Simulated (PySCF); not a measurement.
Coordinates in bohr (charge 0 multiplicity 1):
```
Au   -0.2636   -0.1332   -0.0002
F     3.3500    0.0171    0.0028
F    -0.5818    3.4885   -0.0002
F    -0.5918   -3.7546   -0.0008
```

These are results of PBE/[Au def2-SVP with ECP60, F def2-SVP], scalar-relativistic core potentials, density fitting, no spin–orbit coupling, PySCF, not measurements.

This geometry of AuF₃ is a stationary point at this level.

Q: What is the point group?

A: Cs.

Q: Is it a minimum?

A: Yes: all harmonic wavenumbers are real, though the softest, 50 cm⁻¹, leaves little margin.

Q: What are the dipole moment and the gap between the highest occupied and lowest empty levels?

A: 1.73 D and 0.68 eV.

Q: Give the ideal-gas entropy at 298.15 K and 1 bar by parts.

A: translation 177.9, rotation 108.7, vibration 44.4, spin 0.0; total 331.0 J/(mol K).

Stability towards spin polarisation was not tested. Only a few start shapes were tried, so a lower isomer may exist. With an element this heavy the missing spin–orbit coupling can shift these numbers.
